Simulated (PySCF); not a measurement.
**Working out the ionisation energy of N⁺**

N⁺ [He] 2s2 2p2 (3P) → N²⁺ [He] 2s2 2p1 (2P). Computed with PySCF 2.14 in x2c-TZVPPall with one added diffuse shell each of s, p, d type (6s4p3d1f, 40 functions), with scalar relativity by spin-free X2C-1e. Frozen: nothing. Energies in hartree (1 hartree = 27.21139 eV):

```
            part  N⁺ (lower)  N²⁺ (upper)
             UHF  -53.921566   -52.848345
CCSD correlation   -0.109372    -0.099226
             (T)   -0.001711    -0.001209
```

**Question.** What does Hartree-Fock give?

**Answer.** (-52.848345) − (-53.921566) = 1.073221 hartree = 29.204 eV.

**Question.** What do CCSD and CCSD(T) give?

**Answer.** The CCSD correlation energies differ by 0.010146 hartree = 0.276 eV and the triples by 0.000502 hartree = 0.014 eV, so CCSD gives 29.480 eV and CCSD(T) 29.494 eV.

A first-order spin-orbit estimate adds -0.003 eV to CCSD(T) (valence and next inner shell), giving 29.491 eV against 29.601 eV (semi-empirical (NIST evaluation); NIST Atomic Spectra Database, ionization energies).

What remains against the reference includes basis incompleteness and higher excitations.
